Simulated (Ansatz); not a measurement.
Consider the formal exchange of groups at the Si–Ge bond: `[SiH3][O][GeH2][SiH3]` + `NCOCO` → `NCOC[SiH3]` + `[OH][GeH2][O][SiH3]`.

Gas-phase electronic energies from Ansatz, PBE0-D4/def2-TZVP geometries. CCSD(T)/CBS is the MP2 limit (def2-TZVPP, def2-QZVPP) plus CCSD(T) − MP2 in def2-TZVPP, frozen cores. DFT in def2-TZVPP. B3LYP here is the variant with VWN-RPA as its local correlation; programs differ in this. For Ge outer-core shells are correlated without core-valence functions, which leaves a few kJ/mol of doubt a bond. Scalar relativity is left out up to krypton. One conformer a species, not always the lowest.

| level | ΔE (kJ/mol) | difference from CCSD(T)/CBS |
| --- | --- | --- |
| PBE-D4 | -58.4 | 16.4 |
| r2SCAN-D4 | -68.7 | 6.1 |
| PBE0-D4 | -60.1 | 14.7 |
| B3LYP-D4 | -69.2 | 5.6 |
| ωB97X-V | -70.5 | 4.3 |
| ωB97M-V | -73.9 | 0.9 |
| B2PLYP | -75.6 | -0.8 |
| PBE | -57.7 | 17.1 |
| r2SCAN | -68.5 | 6.3 |
| PBE0 | -59.6 | 15.2 |
| B3LYP | -68.0 | 6.8 |
| HF/def2-TZVPP | -75.0 | -0.2 |
| MP2/def2-TZVPP | -84.9 | -10.1 |
| SCS-MP2/def2-TZVPP | -83.6 | -8.8 |
| CCSD/def2-TZVPP | -74.1 | 0.7 |
| CCSD(T)/def2-TZVPP | -74.4 | 0.4 |
| HF/def2-QZVPP | -76.6 | -1.8 |
| MP2/def2-QZVPP | -85.7 | -10.9 |
| SCS-MP2/def2-QZVPP | -84.9 | -10.1 |
| HF/CBS(def2) | -76.8 | -2.0 |
| MP2/CBS(def2) | -85.4 | -10.6 |
| CCSD/CBS(def2) | -74.5 | 0.3 |
| CCSD(T)/CBS | -74.8 | 0 |

Largest T1 diagnostic among the species: 0.012.
